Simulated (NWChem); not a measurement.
# PH, triplet; SMILES [PH]

All runs: NWChem. Pople sets run with spherical d functions. Spin-unrestricted. No stability test was run on the SCF state. Each level has its own optimisation; frequencies are unscaled.

```json
[
 {"level": "BP86/def2-TZVP", "r H–P (Å)": "1.441", "highest harmonic frequency (cm⁻¹)": "2281", "zero-point energy (kcal/mol)": "3.3", "dipole (D)": "0.45"},
 {"level": "UHF/3-21G", "r H–P (Å)": "1.440", "highest harmonic frequency (cm⁻¹)": "2273", "zero-point energy (kcal/mol)": "3.2", "dipole (D)": "0.83"},
 {"level": "LDA (Slater exchange, VWN5)/def2-SVP", "r H–P (Å)": "1.454", "highest harmonic frequency (cm⁻¹)": "2274", "zero-point energy (kcal/mol)": "3.2", "dipole (D)": "0.63"},
 {"level": "B3LYP/6-31G*", "r H–P (Å)": "1.436", "highest harmonic frequency (cm⁻¹)": "2351", "zero-point energy (kcal/mol)": "3.4", "dipole (D)": "0.65"},
 {"level": "PBE0-D3(BJ)/def2-TZVP", "r H–P (Å)": "1.428", "highest harmonic frequency (cm⁻¹)": "2374", "zero-point energy (kcal/mol)": "3.4", "dipole (D)": "0.50"}
]
```
